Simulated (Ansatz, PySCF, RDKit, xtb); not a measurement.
aminoborane (SMILES BN) and aminoborane (SMILES BN) are pulled apart as rigid monomers along the line of their centres of mass, from the B3LYP-D3(BJ)/def2-TZVP minimum. Starting geometry (charge 0, multiplicity 1):
```xyz
12

B     -0.784     0.355    -0.291
N      0.430    -0.199     0.078
H     -1.089     0.405    -1.442
H     -1.509     0.781     0.560
H      0.731    -0.270     1.038
H      1.086    -0.580    -0.585
B      0.239    -0.707     3.997
N     -0.023     0.456     3.283
H     -0.472    -1.651     3.843
H      1.179    -0.735     4.731
H      0.520     1.299     3.383
H     -0.813     0.566     2.665
```

Interaction energies with rigid monomers; basis-set methods are counterpoise corrected unless marked otherwise.

Rows in 6-31G* carry no dispersion term and start afresh at each structure (6-31G* with six Cartesian d functions).

Codes used: Ansatz (Gaussian basis) for Hartree–Fock, density functionals and correlated methods; PySCF for 6-31G* rows, the dispersion terms; RDKit for the force fields; xtb for the GFN methods. Values without a source in brackets are computed.

```tsv
H5···N8 (Å)	UFF (kJ/mol)	GFN2-xTB (kJ/mol)	B3LYP/6-31G* (no counterpoise) (kJ/mol)	PBE0-D3(BJ)/def2-TZVPPD (kJ/mol)	M06-2X/6-31G* (no counterpoise) (kJ/mol)
2.26	31.1	-8.9	-9.5	-10.4	-15.9
2.48	[?]	-10.9	-12.4	-12.6	-16.5
2.81	-3.9	-9.3	-10.6	-10.6	-12.4
3.38	-2.8	-5.6	-5.4	-5.8	-6.5
4.32	-1.0	-2.4	-1.3	-2.0	[?]
```

### Question
Complete the blanks.

### Answer

- 2.48, UFF (kJ/mol): 3.4
- 4.32, M06-2X/6-31G* (no counterpoise) (kJ/mol): -1.6

Ansatz is a first-principles code.
